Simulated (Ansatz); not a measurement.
A made-up structure of CH₄OSe, closed shell:

```
7
angstrom
C -0.5124 0.6529 -0.0633
O -0.5440 -0.7189 0.2802
Se 0.8019 -1.6923 -0.3940
H 0.9872 -2.8955 -1.2874
H 0.3468 1.1605 0.3898
H -1.4332 1.0863 0.3337
H 1.8206 -1.2895 0.6008
```

It is relaxed with PBE-D4/def2-SVP and then PBE0-D4/def2-TZVP (Ansatz 0.2.0). Atoms count as bonded within 1.22 times the sum of their covalent radii (H–H: 0.88 Å). The end point is not checked to be a true minimum.

Does its bonding change? (A judgement: the text doesn't fix the answer.)

By the calculation: Yes. Formed: none; broken: O2–Se3.

Where it ends: The first stage lowers the energy by 5.25 eV in 17 steps. It ends as a complex of CH₂O ([CH2][O]) + H₂Se:
C1  (-0.729, 0.832, 0.375)
O2  (-0.876, -0.171, 1.013)
Se3  (0.878, -2.178, -0.866)
H4  (2.160, -2.743, -1.308)
H5  (-0.076, 0.861, -0.519)
H6  (-1.239, 1.776, 0.649)
H7  (1.349, -2.073, 0.517)
(Å)

Labels in which every atom is bracketed show which atoms are joined, not bond orders.

For scale, one of the runs: PBE0-D4/def2-TZVP relaxation, 134 basis functions, launched by `ansatz run in.yaml --threads 2 --pin off --events-out ev --progress --plain --max-ram 4352MiB`. The run took about 54 s on 2 CPU threads of an Arm Neoverse V1 (shared host).
